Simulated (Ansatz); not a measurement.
```yaml
crystal:
  periodic: [false, false, false]
  atoms:
    - {symbol: N, position_ang: [0.125969, 0.707053, 1.231929]}
    - {symbol: B, position_ang: [-0.349275, -0.330205, 0.460702]}
    - {symbol: C, position_ang: [0.014856, -0.351331, -1.092523]}
    - {symbol: F, position_ang: [0.858069, 0.680045, -1.431406]}
    - {symbol: F, position_ang: [0.664422, -1.513500, -1.411724]}
    - {symbol: H, position_ang: [-0.051204, 0.797201, 2.217263]}
    - {symbol: H, position_ang: [0.707947, 1.432924, 0.844258]}
    - {symbol: H, position_ang: [-1.030583, -1.193117, 0.926694]}
    - {symbol: H, position_ang: [-0.851700, -0.275369, -1.762392]}
basis:
  gaussian: {orbitals: STO-3G}
magnetization: {spin_polarized: true, initial_magnetization: 6}
hamiltonian: {xc: {name: r2SCANh}}
output: {forces: true}
```

```sh
$ ansatz run in.yaml --threads 2 --pin off --events-out ev --progress --plain --max-ram 4352MiB
```

It prints (some lines left out):

```
Functional definition: r2SCANh
412 factors; integrals over basis functions are off by at most 8.6e-5 eV
mean field evaluation 1: about -8521.6483 eV, gradient 4.4e1 eV
mean field evaluation 2: about -8352.8810 eV, gradient 1.0e2 eV
mean field evaluation 4: about -8526.7575 eV, gradient 4.2e1 eV
mean field evaluation 8: about -8532.2586 eV, gradient 3.1e1 eV
mean field evaluation 16: about -8550.3167 eV, gradient 6.6e-2 eV
mean field -8550.31685625 eV, -314.2183488542 hartree, gradient 1.2e-6 eV, S^2 12.004878; 5 other end points of the search recorded, 0 dependent functions left out
reference -8550.31686131 eV, -314.2183490401 hartree; 23, 17 occupied and 6, 12 virtual orbitals, 412 factors
Total energy: -8550.31686131 eV, -314.2183490401 hartree
Atom 0 at     0.125969     0.707053     1.231929 Å, force     1.651013     2.155628     1.651188 eV/Å
Atom 1 at    -0.349275    -0.330205     0.460702 Å, force    -4.477126    -9.723742    -6.317195 eV/Å
Atom 2 at     0.014856    -0.351331    -1.092523 Å, force   -19.698871    -9.083541     8.764771 eV/Å
Atom 3 at     0.858069     0.680045    -1.431406 Å, force    15.525305    19.781818    -6.403260 eV/Å
Atom 4 at     0.664422    -1.513500    -1.411724 Å, force     5.771987   -11.478522    -3.027631 eV/Å
Atom 5 at    -0.051204     0.797201     2.217263 Å, force    -2.798577     0.357265    10.597699 eV/Å
Atom 6 at     0.707947     1.432924     0.844258 Å, force     5.284116     7.093369    -4.677782 eV/Å
Atom 7 at    -1.030583    -1.193117     0.926694 Å, force     0.054695     0.524659    -0.314480 eV/Å
Atom 8 at    -0.851700    -0.275369    -1.762392 Å, force    -1.312542     0.373066    -0.273311 eV/Å
Dipole moment:     0.319894     0.304464    -0.353130 e Å
```

Q: Something in this input is off. What?

A: The spin is set far too high for this molecule. Self-consistency was reached. The result belongs to that input, not to the molecule as meant.
